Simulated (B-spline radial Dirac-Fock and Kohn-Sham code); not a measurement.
## Re: input and output of one calculation

ΔSCF core binding energies without Breit or QED terms, calculated with a radial B-spline solver. Keys: rel is the Hamiltonian (dirac, or spin-free x2c and nr, where L3 and M5 stand for the whole 2p and 3d shells), method is hf or an exchange,correlation pair (spin-unpolarised, also for the hole states), nuc the nuclear model, radius_factor scales its radius, rmax is the box in bohr, h the logarithmic mesh step, order the B-spline order, points the quadrature points per cell, c_factor scales the speed of light, and damp, ndamp, maxit and tol steer the iteration. The run stops when the commutator error falls below 10·tol·max(1, Z/10), or the numerical noise floor, and the energy has settled to about 1e-8 Ha; the virial ratio is −V/T.

Input (task.json):

```json
{"items": [{"Z": 75, "q": 0, "cfg": [[1, 0, 2], [2, 0, 2], [2, 1, 6], [3, 0, 2], [3, 1, 6], [3, 2, 10], [4, 0, 2], [4, 1, 6], [4, 2, 10], [4, 3, 14], [5, 0, 2], [5, 1, 6], [5, 2, 5], [6, 0, 2]], "A": 187, "rrms": 5.3698, "do": "settings", "holes": ["K", "L3", "M5"],
  "settings": [{"rel": "dirac", "method": "hf", "nuc": "fermi", "radius_factor": 1.0, "rmax": 5.0, "h": 0.3, "order": 8, "points": 10, "c_factor": 1.0, "maxit": 65, "damp": 0.5, "ndamp": 3, "tol": 1e-08}]}]}
```

Command: `python xray2_run.py task.json out`

Ground-state iterations:

```
iter   energy (Ha)        error
   1   -16705.88337077  2.17e+00
   2   -16706.13885386  2.70e-01
   3   -16707.39055415  5.64e-02
   4   -16707.41053821  7.65e-03
   5   -16707.41103938  2.92e-03
   6   -16707.41110589  2.35e-03
   7   -16707.41119108  2.41e-04
   8   -16707.41119176  8.42e-05
   9   -16707.41119190  1.93e-06
  10   -16707.41119190  4.45e-07
```

The ground state converged in 10 iterations, with total energy -16707.41119 Ha, virial ratio 1.88491 and highest orbital energy -4.69 eV. ΔSCF binding energies: K (1s) 72044.9 eV, L3 (2p3/2) 10571.7 eV, M5 (3d5/2) 1893.2 eV.

Q: One setting is unsound. Which, and why?

A: rmax squeezes the outer orbitals. With the default settings (Dirac Hartree-Fock): The ground state converged in 11 iterations, with total energy -16707.58330 Ha, virial ratio 1.88497 and highest orbital energy -7.57 eV. ΔSCF binding energies: K (1s) 72047.4 eV, L3 (2p3/2) 10574.1 eV, M5 (3d5/2) 1895.6 eV.
